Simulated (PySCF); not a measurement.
C6H3ClO3.
Atom-mapped SMILES: `[O:1]=[CH:2][c:3]1[cH:4][cH:5][c:6]([C:7](=[O:8])[Cl:9])[o:10]1` (hydrogens: H11 on C2; H12 on C4; H13 on C5)

Cartesian coordinates in Å at the GFN2-xTB level; atoms count from 1:
```
atom  x, y, z in Å
O1     3.438   -0.039   -0.190
C2     2.419   -0.668   -0.082
C3     1.085   -0.078   -0.056
C4     0.686    1.245   -0.140
C5    -0.709    1.235   -0.062
C6    -1.075   -0.096    0.066
C7    -2.409   -0.654    0.186
O8    -3.434   -0.048    0.194
Cl9   -2.385   -2.409    0.327
O10    0.014   -0.878    0.069
H11    2.407   -1.769    0.008
H12    1.337    2.089   -0.245
H13   -1.380    2.070   -0.092
```

PySCF, density fitting, gas phase, GFN2-xTB geometry. The standard run uses grid level 2 after a coarse-grid start, the def2-universal JK fitting basis (with tight functions added where the orbital basis needs them), an energy threshold of 1e-9 Eh and DIIS. The changed runs have no coarse-grid stage.

Standard PBE0/def2-SVP: E = -915.155274 Eh, HOMO -7.966 eV, LUMO -2.997 eV, dipole 1.123 D, 15 cycles (coarse-grid cycles included). What changes at PBE0/def2-SVP with: energy threshold 1e-08 Eh?

E = -915.155274 Eh (0.000 mEh), HOMO -7.966 eV (0.000), LUMO -2.997 eV (0.000), dipole 1.123 D (0.000), 11 SCF cycles. The result matches the standard run within 0.02 mEh and 0.003 eV; such settings steer the iterations and don't enter the energy expression.

The cycles:
```
cycle   1  E = -914.8746965310  dE =  2.212e+00  |g| = 1.156e+00  |ddm| = 4.532e+00
cycle   2  E = -913.7021482179  dE =  1.173e+00  |g| = 2.659e+00  |ddm| = 4.540e+00
cycle   3  E = -915.1429676936  dE = -1.441e+00  |g| = 2.290e-01  |ddm| = 3.544e+00
cycle   4  E = -915.1486204250  dE = -5.653e-03  |g| = 1.773e-01  |ddm| = 4.773e-01
cycle   5  E = -915.1549093809  dE = -6.289e-03  |g| = 3.994e-02  |ddm| = 1.958e-01
cycle   6  E = -915.1552316014  dE = -3.222e-04  |g| = 1.377e-02  |ddm| = 5.407e-02
cycle   7  E = -915.1552710118  dE = -3.941e-05  |g| = 4.114e-03  |ddm| = 1.649e-02
cycle   8  E = -915.1552736415  dE = -2.630e-06  |g| = 1.870e-03  |ddm| = 5.678e-03
cycle   9  E = -915.1552744315  dE = -7.900e-07  |g| = 4.239e-04  |ddm| = 2.463e-03
cycle  10  E = -915.1552744712  dE = -3.963e-08  |g| = 1.339e-04  |ddm| = 7.036e-04
cycle  11  E = -915.1552744755  dE = -4.338e-09  |g| = 2.937e-05  |ddm| = 1.714e-04
```
